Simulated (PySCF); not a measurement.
1-(chloromethyl)-1-methylcyclopropane (C5H9Cl), SMILES CC1(CCl)CC1. Atoms are numbered in the order given.

```xyz
15

C      1.4625     0.2699    -1.0348
C      0.4118    -0.5252    -0.3010
C     -0.0009     0.0362     1.0296
Cl    -0.8491     1.6128     0.8640
C     -0.6436    -1.2382    -1.0952
C      0.4283    -2.0288    -0.4047
H      1.7062    -0.1935    -2.0018
H      1.1039     1.2931    -1.2250
H      2.3923     0.3370    -0.4466
H     -0.6941    -0.6371     1.5516
H      0.8692     0.2167     1.6774
H     -1.6576    -1.2698    -0.6868
H     -0.6034    -1.1492    -2.1840
H      0.1527    -2.6161     0.4761
H      1.2167    -2.4814    -1.0124
```

Coordinates come from a PBE0-D3(BJ)/def2-SVP optimisation. The values are those of a single conformer.

Computed with KT2/pcSseg-1 (PySCF).

GIAO shieldings, no solvent; atoms listed in one row are averaged. δ = σ(ref) − σ: ¹³C against TMS (σ = 185.1 ppm); ³⁵Cl against HCl (σ = 945.4 ppm); ¹H against TMS (σ = 31.47 ppm), references at their B3LYP-D3(BJ)/def2-TZVP geometries, non-relativistic (without spin–orbit terms, shifts of atoms bonded to Cl or Br come out too high).

Computed chemical shifts:
```
nucleus       atoms  count  δ (ppm)
-------  ----------  -----  -------
¹³C              C3      1     64.1
¹³C              C1      1     24.5
¹³C              C2      1     22.3
¹³C              C6      1     19.2
¹³C              C5      1     18.1
³⁵Cl            Cl4      1     94.6
¹H              H11      1     4.24
¹H              H10      1     3.03
¹H       H7, H8, H9      3     1.52
¹H              H12      1     0.86
¹H              H15      1     0.79
¹H              H14      1     0.71
¹H              H13      1     0.66
```
